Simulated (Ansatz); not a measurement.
The atomisation energy (no zero-point term) down a group: O to Se

Gas-phase molecules, one atom swapped for its congeners: BH(CH3)2(OH2); BH(CH3)2(SH2); BH(CH3)2(SeH2). All are singlets with charge 0.

Shapes, held fixed at every level: PBE0-D4/def2-TZVP. Flexible molecules stand in one conformer, not always the lowest. Programs: Ansatz 0.2.0. Values in eV.

```csv
level,BH(CH3)2(OH2),BH(CH3)2(SH2),BH(CH3)2(SeH2)
HF/def2-SVP,37.60,36.05,35.33
SPW92/def2-TZVPP,55.65,53.02,52.11
r2SCAN0-D4/def2-TZVPP,48.87,46.87,46.00
wB97M-V/def2-TZVPP,49.40,47.23,46.21
MP2/def2-SVP,47.36,44.91,44.10
CCSD(T)/def2-TZVPP,48.21,45.98,45.23
```

At CCSD(T)/def2-TZVPP the atomisation energy falls at every step, from 48.21 to 45.23 eV. Every level shows the same order. Relativity is left out for Se. Outer-core shells of Se are correlated, in sets that cover them unevenly. Spin-orbit coupling, which grows down the group, is left out (summed over each molecule's free atoms 0.02, 0.03, 0.13 eV). Coupled cluster in double- or triple-zeta sets underbinds by a few per cent against its basis-set limit.
